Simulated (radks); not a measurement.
The numbers below are computed, except where a source is named.
How relativity changes the ionisation of the vanadium ion V3+ ([Ar] 3d2) to V4+ ([Ar] 3d1). Spin-unpolarised spherical Kohn-Sham, PBE, point nucleus unless stated (finite: rms radius 3.6002 fm), a radial shooting solver on a logarithmic mesh with Libxc functionals. A level marked "c x" has the speed of light scaled by that factor and shares open shells by 2j + 1; other Dirac levels either fill j = l - 1/2 first or share by 2j + 1.

[
 {"level": "non-rel.", "E(V3+) (hartree)": "-941.71164", "E(V4+) (hartree)": "-940.01726", "IE (eV)": "46.106", "HOMO": "3d", "<r> HOMO (bohr)": "1.175"},
 {"level": "scalar-rel.", "E(V3+) (hartree)": "-947.13366", "E(V4+) (hartree)": "-945.44786", "IE (eV)": "45.873", "HOMO": "3d", "<r> HOMO (bohr)": "1.180"},
 {"level": "scalar-rel., finite nucleus", "E(V3+) (hartree)": "-947.13144", "E(V4+) (hartree)": "-945.44564", "IE (eV)": "45.873", "HOMO": "3d", "<r> HOMO (bohr)": "1.180"},
 {"level": "Dirac, 2j+1 shares", "E(V3+) (hartree)": "-947.14517", "E(V4+) (hartree)": "-945.45940", "IE (eV)": "45.872", "HOMO": "3d5/2", "<r> HOMO (bohr)": "1.181"},
 {"level": "Dirac, low j first", "E(V3+) (hartree)": "-947.14889", "E(V4+) (hartree)": "-945.46157", "IE (eV)": "45.914", "HOMO": "3d3/2", "<r> HOMO (bohr)": "1.178"},
 {"level": "Dirac, 2j+1 shares, finite nucleus", "E(V3+) (hartree)": "-947.14294", "E(V4+) (hartree)": "-945.45718", "IE (eV)": "45.872", "HOMO": "3d5/2", "<r> HOMO (bohr)": "1.181"},
 {"level": "Dirac, c x 0.75", "E(V3+) (hartree)": "-951.47744", "E(V4+) (hartree)": "-949.79837", "IE (eV)": "45.690", "HOMO": "3d5/2", "<r> HOMO (bohr)": "1.185"},
 {"level": "Dirac, c x 2", "E(V3+) (hartree)": "-943.05601", "E(V4+) (hartree)": "-941.36379", "IE (eV)": "46.048", "HOMO": "3d5/2", "<r> HOMO (bohr)": "1.176"},
 {"level": "Dirac, c x 5", "E(V3+) (hartree)": "-941.92612", "E(V4+) (hartree)": "-940.23209", "IE (eV)": "46.097", "HOMO": "3d5/2", "<r> HOMO (bohr)": "1.175"}
]

NIST Atomic Spectra Database: 46.709 eV (measured). The relativistic part of the total energy of V3+ is -5.431 hartree (Dirac, 2j+1 shares, finite nucleus), 0.58 % of the non-relativistic value. Spin polarisation and multiplet splitting of open shells are left out at every level.

Beside tabulated values, note that spin-unpolarised runs miss the spin-polarisation part of the exchange energy of open shells.
